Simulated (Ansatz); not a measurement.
Consider the redistribution: `[F][Hf]([F])([Cl])[Cl]` + `CC(C)[NH][Zr]([F])([F])[NH]C(C)C` → `CC(C)[NH][Hf]([F])([Cl])[Cl]` + `CC(C)[NH][Zr]([F])([F])[F]`.

Computed with Ansatz on PBE0-D4/def2-TZVP structures; ΔE is electronic, products minus reactants. CCSD(T)/CBS is the MP2 limit (def2-TZVPP, def2-QZVPP) plus CCSD(T) − MP2 in def2-TZVPP, frozen cores. DFT in def2-TZVPP. B3LYP here is the variant with VWN-RPA as its local correlation; programs differ in this. Elements past krypton have def2 core potentials. For Hf, Zr outer-core shells are correlated without core-valence functions, which leaves a few kJ/mol of doubt a bond. Each species was taken in one conformer, which may not be the lowest.

`[F][Hf]([F])([Cl])[Cl]`:

Cartesian coordinates in Å:
```
F -0.860 0.402 1.690
Hf -0.031 0.077 0.028
F 0.009 1.695 -0.941
Cl 2.148 -0.670 0.381
Cl -1.266 -1.505 -1.158
```

`CC(C)[NH][Zr]([F])([F])[NH]C(C)C`:

Cartesian coordinates in Å:
```
C 0.201 -2.572 1.257
C 0.704 -1.630 2.338
C 2.225 -1.602 2.378
N 0.164 -0.298 2.114
Zr -1.131 0.403 0.726
F -1.776 2.110 1.333
F -2.578 -0.821 0.358
N -0.012 0.643 -0.954
C -0.462 1.158 -2.238
C 0.349 2.372 -2.664
C -1.943 1.494 -2.156
H 0.531 -2.234 0.268
H -0.890 -2.637 1.255
H 0.593 -3.580 1.407
H 0.346 -2.010 3.307
H 2.585 -0.922 3.154
H 2.623 -1.260 1.418
H 2.630 -2.595 2.587
H 0.507 0.354 2.812
H 0.981 0.445 -0.964
H -0.340 0.379 -3.006
H 1.414 2.130 -2.720
H 0.034 2.731 -3.647
H 0.224 3.183 -1.941
H -2.121 2.284 -1.417
H -2.540 0.615 -1.892
H -2.315 1.860 -3.114
```

`CC(C)[NH][Hf]([F])([Cl])[Cl]`:

Cartesian coordinates in Å:
```
C 1.717 1.021 -0.284
C 0.211 0.823 -0.335
C -0.415 0.976 1.041
N -0.132 -0.483 -0.886
Hf -1.172 -2.012 -0.127
F -0.598 -2.337 1.657
Cl -3.456 -1.438 -0.078
Cl -0.766 -3.831 -1.553
H 1.966 2.020 0.084
H 2.175 0.283 0.380
H 2.163 0.908 -1.276
H -0.218 1.596 -0.988
H -1.503 0.861 0.998
H -0.209 1.966 1.450
H -0.007 0.239 1.740
H 0.243 -0.594 -1.823
```

`CC(C)[NH][Zr]([F])([F])[F]`:

Z-matrix (Å, degrees):
```
Zr
F 1 1.904
N 1 2.013 2 105.9
F 1 1.914 2 111.9 3 -119.5
F 1 1.914 2 111.8 3 119.5
C 1 3.211 2 155.0 3 0.1
C 1 3.134 2 127.3 3 0.4
H 1 2.670 2 86.7 3 0.3
H 6 1.091 3 145.4 1 178.5
H 6 1.095 1 69.9 2 -120.6
H 6 1.096 1 71.4 2 120.0
C 7 1.520 1 124.0 2 71.9
H 7 1.100 1 120.7 2 -75.4
H 12 1.093 7 110.9 1 151.2
H 12 1.093 7 110.3 1 30.9
H 12 1.093 7 111.0 1 -88.9
```

Is it downhill or uphill in electronic energy at CCSD(T)/CBS, and by how much? (Estimate.)

The calculation gave: Downhill: ΔE = -0.14 eV.

What do these levels give: PBE0-D4, B3LYP-D4, r2SCANh-D4, CAM-B3LYP-D4, ωB97X-V, CCSD/def2-SVP? (Best estimate.)

Computed: PBE0-D4 -0.15, B3LYP-D4 -0.13, r2SCANh-D4 -0.15, CAM-B3LYP-D4 -0.15, ωB97X-V -0.17, CCSD/def2-SVP -0.19 eV.

Largest T1 diagnostic among the species: 0.015.

At CCSD(T), def2-SVP lies −0.03 eV from the extrapolated value and def2-TZVPP −0.00 eV. From BLYP to BHLYP (50 % exact exchange), in def2-TZVPP and without D4, ΔE moves by −0.04 eV.
